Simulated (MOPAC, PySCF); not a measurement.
CH3NS, SMILES `C(=S)N`, neutral singlet in the gas phase. 

Cartesian coordinates (Å):
SMILES: NC=S
```xyz
6

N     -0.7220     0.0408    -0.0962
C      0.5952     0.0615     0.1158
S      1.6345    -1.1564    -0.1897
H     -1.3026     0.8328     0.1171
H     -1.1449    -0.7892    -0.4797
H      0.9398     1.0104     0.5328
```
Charge 0, multiplicity 1.

All levels are single points at this geometry (PBE0-D3(BJ)/def2-TZVP); Pople sets use spherical d functions. Orbital energies aren't observables, and empty levels follow the basis.

```csv
level,HOMO (eV),LUMO (eV),gap (eV),dipole (D),"vertical IE, Delta-SCF (eV)"
PBE-D3(BJ)/def2-TZVP in PySCF,-5.02,-1.89,3.13,4.29,–
PBE0-D3(BJ)/def2-TZVP in PySCF,-6.22,-0.96,5.26,4.43,–
B3LYP/6-31G* in PySCF,-5.79,-0.85,4.93,4.65,8.55
B3LYP/LANL2DZ in PySCF,-5.86,-0.98,4.89,4.71,–
BP86/6-31G* in PySCF,-4.93,-1.69,3.24,4.62,–
M06-2X/6-31G* in PySCF,-7.25,0.24,7.49,4.67,–
PBE/6-31G* in PySCF,-4.82,-1.59,3.24,4.61,8.51
SVWN5/6-31G* in PySCF,-4.91,-1.75,3.16,4.62,8.72
HF/3-21G in PySCF,-8.93,3.17,12.10,5.23,–
HF/STO-3G in PySCF,-5.47,7.27,12.74,3.28,–
AM1 in MOPAC,-8.55,-0.18,8.37,5.13,–
PM6 in MOPAC,-8.70,-0.34,8.35,4.78,–
PM7 in MOPAC,-8.61,-0.59,8.02,5.04,–
```
